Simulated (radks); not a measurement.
Values are calculated unless marked as measured or tabulated.
Problem. All-electron atom: P3- in [Ar]. Code: a radial shooting solver on a logarithmic mesh with Libxc functionals. Model: scalar-relativistic Kohn-Sham, PBE, spin-polarised, spherical densities, point nucleus; Watson sphere of charge +3 and radius 4.03 bohr. Some entries of the table are withheld. Estimate them.

orbital,occ.,eigenvalue (hartree),<r> (bohr)
1s,2,(1),(2)
2s,2,-6.25263,0.5198
2p,6,-4.43317,(3)
3s,2,(4),(5)
3p,6,-0.15982,(6)

Solution. 
(1) 1s eigenvalue (hartree): -76.44756
(2) 1s <r> (bohr): 0.1036
(3) 2p <r> (bohr): 0.4854
(4) 3s eigenvalue (hartree): -0.42062
(5) 3s <r> (bohr): 2.075
(6) 3p <r> (bohr): 3.039
